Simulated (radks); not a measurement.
Ionisation ladder of lead, from Pb X to Pb XII. Each ion is in the ground configuration listed by NIST, and IE = E(next ion) - E(this ion). Calculated with a radial shooting solver on a logarithmic mesh with Libxc functionals: scalar-relativistic Kohn-Sham, PBE, spin-polarised, spherical densities, finite nucleus; open shells are filled with parallel spins first (spin-orbit coupling, left out, can overturn this in heavy ions); Fermi nuclear charge, rms radius 5.5012 fm.

species  configuration  IE, Delta-SCF (eV)  -e(HOMO) (eV)   HOMO  <r> HOMO (bohr)  IE, NIST (eV)    kind  error (eV)
Pb X     [Xe] 4f14 5d5              162.94         153.29  5d up             1.12            158  theory        +4.9
Pb XI    [Xe] 4f14 5d4              182.69         172.81  5d up             1.10            182  theory        +0.7
Pb XII   [Xe] 4f14 5d3              202.88         192.80  5d up             1.08            203  theory        -0.1

Reference values: NIST Atomic Spectra Database (exp. = measured, semi-emp. = semi-empirical, theory = theoretical value adopted there). The ionisation energy per charge of the ion left behind rises most, in proportion, at Pb XI ([Xe] 4f14 5d4), from 16.294 to 16.608 eV. Open shells are spherical and high-spin; term and fine-structure splittings are not resolved. Spin-orbit splitting is averaged out at the scalar-relativistic level.
